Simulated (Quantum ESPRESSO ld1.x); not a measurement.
Question: These are the eigenvalues of the occupied orbitals of an atom or ion with whole-number occupations (eV). All-electron calculation, scalar-relativistic Kohn-Sham, LDA (Slater exchange, Perdew-Zunger correlation), spin-unpolarised, spherical densities, point nucleus. Program: ld1.x of Quantum ESPRESSO 7.5.

orbital  eigenvalue
1s         -69439.7
2s         -11986.3
2p         -10486.2
3s         -2760.03
3p         -2315.89
3d         -1804.26
4s         -568.712
4p         -422.967
4d         -238.259
5s         -79.2949
5p         -43.3826
4f         -33.4646
6s          -5.9110
5d          -4.6814

Which element is it, and in what charge state? The configuration may be excited.

Answer: Z = 74, tungsten, charge 0: W in [Xe] 4f14 5d4 6s2. The list shows which subshells hold electrons but not how many an open one holds; the 1s level, -2551.9 hartree, gives Z - s = 71.4 by -(Z - s)^2/2, which with screening and relativity narrows Z to a few neighbours, and the depths of the outer levels then fix element, charge and occupations together.
